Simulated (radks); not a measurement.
All-electron atom: Hf I in [Xe] 4f14 5d2 6s2 (the NIST ground configuration). Method: Dirac Kohn-Sham, exchange-only LDA, spin-unpolarised, spherical densities, point nucleus; open shells are shared between the two j in proportion to 2j + 1; computed with a radial shooting solver on a logarithmic mesh with Libxc functionals.

Normalised radial functions P(r) = r R(r) (large component), r in bohr:

r           5p3/2    5d3/2    5d5/2
0.001571   0.0021   0.0000   0.0000
0.002559   0.0052   0.0001   0.0000
0.004168   0.0126   0.0002   0.0001
0.006791   0.0294   0.0008   0.0005
0.01106    0.0642   0.0025   0.0019
0.01802    0.1263   0.0084   0.0067
0.02936    0.2056   0.0258   0.0219
0.04782    0.2278   0.0686   0.0607
0.07853    0.0450   0.1421   0.1306
0.1279    -0.2838   0.1766   0.1694
0.2084    -0.1854   0.0229   0.0328
0.3395     0.4236  -0.2439  -0.2253
0.5531     0.1903  -0.1528  -0.1604
0.901     -0.7801   0.3272   0.2898
1.468     -0.8807   0.6470   0.6157
2.391     -0.3253   0.5769   0.5753
3.895     -0.0393   0.3269   0.3467
6.346     -0.0010   0.1142   0.1332
10.42     0.0000   0.0192   0.0263
16.98     0.0000   0.0012   0.0021

5p3/2: eigenvalue -32.330 eV, 3 radial nodes at r = 0.0841, 0.243, 0.609 bohr, <r> = 1.38 bohr, 90 % of the charge inside 2.04 bohr. 5d3/2: eigenvalue -2.146 eV, 2 radial nodes at r = 0.217, 0.659 bohr, <r> = 2.49 bohr, 90 % of the charge inside 4.16 bohr. 5d5/2: eigenvalue -1.709 eV, 2 radial nodes at r = 0.222, 0.674 bohr, <r> = 2.64 bohr, 90 % of the charge inside 4.45 bohr.
